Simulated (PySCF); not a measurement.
**Dipole moment and polarisability of Cu(AsH3)Br**

Species: Cu(AsH3)Br (singlet state).
Geometry (PBE0-D3(BJ)/def2-SVP, Å), atoms numbered from 1 in this order:
```
atom  x, y, z in Å
Cu1    0.0002    0.0132   -1.5238
As2    0.0079   -0.0196    0.7556
H3     0.8312   -1.0423    1.5012
H4    -1.2877   -0.2289    1.5020
H5     0.4762    1.1995    1.5132
Br6   -0.0278    0.0781   -3.7482
```

Level: B3LYP/def2-SVPD (PySCF), static field, nuclei fixed, core orbitals frozen in the response. The polarisability tensor in these axes (au):

```
x    65.68  -0.01   0.41
y    -0.01  65.71  -1.11
z     0.41  -1.11 115.38
```

**Question.** What are the eigenvalues, a third of the trace, and Δα (Δα² = ½Σ(αi − αj)² over the three pairs)?

**Answer.** Principal values 65.68, 65.68 and 115.41 au; mean 82.26 au = 12.19 Å³ = 13.56 × 10⁻⁴⁰ C²·m²/J; Δα = 49.73 au (60 % of the mean).

**Question.** What is the dipole moment, and where does it point?

**Answer.** (0.07, -0.18, 7.88) D, 7.88 D in size, pointing from the negative to the positive side. Measured along this direction, the outermost atoms are Br6 at the negative end and H3, H4 and H5 at the positive end.

**Question.** Find the Langevin capture rate constant for NH4+ (18.034 u) meeting this molecule (219.793 u), k = 2.342 × 10⁻⁹ cm³/s × √(α in Å³ / reduced mass in u).

**Answer.** The reduced mass is 16.67 u, so k = 2.00 × 10⁻⁹ cm³/s. The formula leaves out the permanent dipole, which adds to the capture rate.

**Question.** Rayleigh depolarisation ratio (linearly polarised light, static tensor)?

**Answer.** ρ = 3Δα²/(45ᾱ² + 4Δα²) = 7418.3/(304477 + 9891.1) = 0.0236.

**Question.** Molar refractivity from α?

**Answer.** Lorentz–Lorenz: R = (4π/3)N_A α = 2.5225 cm³/(mol·Å³) × 12.19 Å³ = 30.7 cm³/mol, in the limit of long wavelengths.

**Question.** What would n − 1 = 2πNα be for an ideal gas of these molecules at 350 K and 1 atm, electronic part alone?

**Answer.** N = p/kT = 2.0968 × 10¹⁹ cm⁻³, so n − 1 = 2π × N × 12.19 × 10⁻²⁴ cm³ = 1606 × 10⁻⁶ at long wavelengths, for an ideal gas.

Geometry: PBE0-D3(BJ)/def2-SVP; no solvent, vibrations or thermal averaging. The calculation is non-relativistic, for arsenic and bromine too.
